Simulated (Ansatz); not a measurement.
```yaml
crystal:
  periodic: [false, false, false]
  atoms:
    - {symbol: C, position_ang: [1.204793, -0.903249, 0.544929]}
    - {symbol: C, position_ang: [0.522020, 0.237595, 0.504869]}
    - {symbol: Si, position_ang: [-0.953050, 0.444372, -0.560693]}
    - {symbol: F, position_ang: [-1.223363, -0.903929, -1.348548]}
    - {symbol: Cl, position_ang: [-0.688597, 1.920740, -1.930891]}
    - {symbol: Cl, position_ang: [-2.613812, 0.869524, 0.529293]}
    - {symbol: H, position_ang: [2.079447, -1.023832, 1.176940]}
    - {symbol: H, position_ang: [0.918412, -1.763441, -0.051728]}
    - {symbol: H, position_ang: [0.842651, 1.075920, 1.118828]}
basis:
  gaussian: {orbitals: aug-pcseg-2, point_charges: [{charge: -1.00, position_ang: [4.677, -0.257, -0.701]}]}
hamiltonian: {xc: {name: wB97M-V}, dispersion: rvv10}
output: {forces: true}
```

```sh
$ ansatz run in.yaml --threads 4 --pin off --events-out ev --progress --plain --max-ram 10444MiB
```

Question: How does Ansatz answer? (Estimate.)

Answer: The calculation gave: The input was rejected before any iteration.
```
Error: invalid value for `hamiltonian.dispersion`: this functional's text states its nonlocal part
```
